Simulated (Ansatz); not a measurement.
A nudged elastic band was laid between two geometries of AlF2H2N + H4Si (11 atoms, charge 0, multiplicity 1).

All numbers below come from RKS PBE-D4/cc-pVDZ in Ansatz.

```
movable images  : 5
climbing image  : yes
spring          : 5.0 eV/Å²
optimiser       : quadratic models (default)
start path      : through a guess of the saddle point
force threshold : 0.05 eV/Å
iteration limit : 60
end points      : relaxed
```

Initial state:

```xyz
11
Properties=species:S:1:pos:R:3
Al 0.210 0.081 0.644
N 0.033 -1.130 1.945
H -0.871 -1.388 2.348
H 0.788 -1.337 2.603
F 1.767 0.512 0.105
F -1.119 0.433 -0.377
Si -0.513 3.093 0.901
H -2.012 3.143 0.919
H 0.082 4.198 1.734
H 0.064 3.091 -0.481
H -0.092 1.812 1.649
```

Final state:

```xyz
11
Properties=species:S:1:pos:R:3
Al 0.146 0.657 0.316
N -0.114 -0.294 2.147
H -0.794 -1.062 2.030
H 0.781 -0.723 2.430
F 1.810 0.240 0.152
F -0.952 -0.351 -0.548
Si -0.424 3.021 0.578
H -1.864 3.219 1.017
H 0.431 3.701 1.633
H -0.246 3.814 -0.700
H -0.439 0.285 2.935
```

Problem. Which bonds break or form, and what moves?

Solution. Bonds broken: Si7–H11. Bonds formed: Al1–Si7, N2–H11. AlF2H2N + H4Si becomes AlF2H6NSi.

Problem. What energy profile does the band end with?

Solution. The forces met the threshold. The highest image is number 3 of 0 to 6, 0.84 eV above the first end and 1.65 eV above the last; the last end lies 0.81 eV below the first. A vibrational analysis at the climbing image gives one clearly imaginary mode, 1029i cm⁻¹: a first-order saddle point. The orbitals stay closed-shell, which can raise the energy where a bond breaks towards radicals; this wasn't checked here.

| image | path coordinate (Å) | energy (eV) | Si7–H11 (Å) | Al1–Si7 (Å) | N2–H11 (Å) |
| --- | --- | --- | --- | --- | --- |
| 0 | 0.00 | 0.00 | 1.54 | 3.11 | 2.96 |
| 1 | 0.82 | 0.02 | 1.54 | 3.14 | 2.81 |
| 2 | 1.64 | 0.16 | 1.54 | 3.07 | 2.37 |
| 3 | 2.46 | 0.84 | 1.83 | 2.69 | 1.50 |
| 4 | 3.16 | -0.23 | 2.46 | 2.48 | 1.06 |
| 5 | 3.86 | -0.73 | 3.02 | 2.44 | 1.03 |
| 6 | 4.56 | -0.81 | 3.61 | 2.45 | 1.03 |

Problem. What is the geometry of the highest image?

Solution. 
```xyz
11
Properties=species:S:1:pos:R:3
Al 0.256 0.303 0.283
N -0.124 -0.357 2.007
H -0.956 -0.937 2.187
H 0.628 -0.621 2.658
F 1.915 0.476 -0.056
F -0.909 -0.090 -0.895
Si -0.471 2.769 1.069
H -1.920 3.128 1.285
H 0.409 3.594 1.973
H -0.121 3.133 -0.362
H -0.369 1.111 1.841
```

Problem. What are the harmonic wavenumbers there?

Solution. 1029i, 74, 119, 142, 142, 209, 254, 284, 317, 410, 416, 583, 613, 660, 776, 827, 874, 897, 899, 1120, 1408, 1508, 2104, 2148, 2163, 3407, 3517 cm⁻¹.

The band took 32 iterations and of the order of 10 core-minutes.

The run took 2.6 min on 4 threads of Arm Neoverse V2 (shared host), peak memory 0.17 GiB.
